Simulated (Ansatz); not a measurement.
Ansatz (a program for electronic structure) input (CCSD(T)/def2-SVPD):

Ansatz 0.2 input:
```yaml
crystal:
  periodic: [false, false, false]
  atoms:
    - {symbol: Ag, position_ang: [-0.00000000, -0.00000000, -1.37421160]}
    - {symbol: I, position_ang: [0.00000000, 0.00000000, 1.21864047]}
basis:
  gaussian:
    orbitals: def2-SVPD
magnetization: {spin_polarized: false}
correlation: {method: ccsd_t, electrons: outside_noble_gas}
output: {forces: true}
```

End of the output:

```
cycle   4  -9.35086174 eV  change    8.4e-3 eV  update   7.0e-3
cycle   5  -9.34969734 eV  change    1.2e-3 eV  update   3.0e-3
cycle   6  -9.35162747 eV  change   -1.9e-3 eV  update   1.1e-3
cycle   7  -9.35167045 eV  change   -4.3e-5 eV  update   4.3e-4
cycle   8  -9.35158651 eV  change    8.4e-5 eV  update   1.7e-4
cycle   9  -9.35162104 eV  change   -3.5e-5 eV  update   6.1e-5
cycle  10  -9.35160885 eV  change    1.2e-5 eV  update   2.2e-5
cycle  11  -9.35160883 eV  change    1.4e-8 eV  update   8.9e-6
cycle  12  -9.35161276 eV  change   -3.9e-6 eV  update   2.7e-6
perturbative correction -0.25337484 eV, -0.0093113535 hartree
the calculation of the forces begins
Total energy: -12058.81245970 eV, -443.1531841374 hartree
Atom 0 at    -0.000000    -0.000000    -1.374212 Å, force     0.000000     0.000000    -0.267478 eV/Å
Atom 1 at     0.000000     0.000000     1.218640 Å, force     0.000000     0.000000     0.267478 eV/Å
Dipole moment:    -0.000000    -0.000000    -1.196260 e Å
```
